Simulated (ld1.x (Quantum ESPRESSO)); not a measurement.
**An all-electron radial function and its pseudo partner (magnesium)**

Columns: radius, all-electron u(r) and pseudo u(r) of the 3p shell (level -1.38 eV) of magnesium in the configuration [Ne] 3s2 3p0; LDA (PZ), scalar-relativistic, TM scheme, ld1.x (Quantum ESPRESSO) 7.5.

| r (bohr) | all-electron | pseudo |
| --- | --- | --- |
| 0.190 | 0.1077 | -0.0046 |
| 0.380 | 0.1647 | -0.0184 |
| 0.570 | 0.1407 | -0.0405 |
| 0.760 | 0.0781 | -0.0702 |
| 0.950 | 0.0026 | -0.1061 |
| 1.140 | -0.0737 | -0.1466 |
| 1.330 | -0.1452 | -0.1899 |
| 1.520 | -0.2097 | -0.2343 |
| 1.710 | -0.2665 | -0.2780 |
| 1.900 | -0.3155 | -0.3194 |
| 2.090 | -0.3571 | -0.3571 |
| 2.280 | -0.3917 | -0.3902 |
| 2.470 | -0.4197 | -0.4181 |
| 2.660 | -0.4416 | -0.4404 |
| 2.850 | -0.4580 | -0.4573 |
| 3.040 | -0.4694 | -0.4691 |
| 3.230 | -0.4765 | -0.4764 |
| 3.420 | -0.4796 | -0.4796 |
| 3.610 | -0.4793 | -0.4793 |
| 3.800 | -0.4761 | -0.4761 |
| 3.990 | -0.4703 | -0.4703 |
| 4.180 | -0.4625 | -0.4625 |
| 4.370 | -0.4528 | -0.4528 |
| 4.560 | -0.4417 | -0.4417 |
| 4.750 | -0.4294 | -0.4294 |
| 4.940 | -0.4162 | -0.4162 |

How many radial nodes do the two functions have?

The all-electron 3p function has n − l − 1 = 1; the pseudo-wave has 0, since the states of the same l below it are removed with the core.

At about which radius was the pseudo-wave matched?

3.80 bohr. The columns agree to 0.0005 from 3.04 bohr on; several derivatives are matched, so the curves merge somewhat inside the radius.

Is the pseudo-wave norm-conserving?

Yes: the TM scheme keeps the norm inside the radius equal to the all-electron one, which fixes the energy derivative of the logarithmic derivative at the level.
